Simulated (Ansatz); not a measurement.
Level of theory: frozen-core CCSD(T)/cc-pVTZ // B3LYP-D3(BJ)/def2-TZVP (Ansatz, a program for electronic structure). The restricted HF reference is unstable towards unrestricted orbitals.

Ansatz 0.2 input:
```yaml
crystal:
  periodic: [false, false, false]
  atoms:
    - { symbol: S, position_ang: [-1.743327, -1.049672, 0.308898] }
    - { symbol: C, position_ang: [-0.477389, -0.12516, -0.089787] }
    - { symbol: S, position_ang: [1.067405, -0.196541, 0.699745] }
    - { symbol: H, position_ang: [-0.526581, 0.609684, -0.891346] }
    - { symbol: H, position_ang: [1.679576, 0.756547, -0.029271] }
basis:
  gaussian: { orbitals: cc-pVTZ }
correlation:
  method: ccsd_t
```

Output:

```
Functional definition: HF
723 factors; integrals over basis functions are off by at most 6.9e-4 eV
mean field evaluation 1: about -22695.8102 eV, gradient 1.7e1 eV
mean field evaluation 2: about -22696.0137 eV, gradient 1.8e1 eV
mean field evaluation 4: about -22697.3184 eV, gradient 3.4e0 eV
mean field evaluation 8: about -22697.3805 eV, gradient 4.1e-1 eV
mean field evaluation 16: about -22697.3825 eV, gradient 2.4e-6 eV
mean field -22697.38251253 eV, -834.1134224969 hartree, gradient 2.4e-6 eV, S^2 0.000000; 0 other end points of the search recorded, 0 dependent functions left out; unrestricted orbitals would lower it
11 core orbitals not correlated
reference -22697.38251253 eV, -834.1134224969 hartree; 9, 9 occupied and 106, 106 virtual orbitals, 723 factors
second order -13.84629082 eV of doubles, -0.00000000 eV of singles
cycle   1  -14.21747309 eV  change   -3.7e-1 eV  update   1.0e-1
cycle   2  -14.64037767 eV  change   -4.2e-1 eV  update   3.3e-2
cycle   3  -14.74970817 eV  change   -1.1e-1 eV  update   1.9e-2
cycle   4  -14.74086885 eV  change    8.8e-3 eV  update   5.7e-3
cycle   5  -14.73995108 eV  change    9.2e-4 eV  update   2.7e-3
cycle   6  -14.73991436 eV  change    3.7e-5 eV  update   7.4e-4
cycle   7  -14.73973875 eV  change    1.8e-4 eV  update   3.0e-4
cycle   8  -14.73981369 eV  change   -7.5e-5 eV  update   1.0e-4
cycle   9  -14.73983709 eV  change   -2.3e-5 eV  update   4.8e-5
cycle  10  -14.73982799 eV  change    9.1e-6 eV  update   1.9e-5
perturbative correction -0.79878816 eV, -0.0293549233 hartree
Total energy: -22712.92112867 eV, -834.6844561078 hartree
```

Cost: around 14 core-seconds (rough).
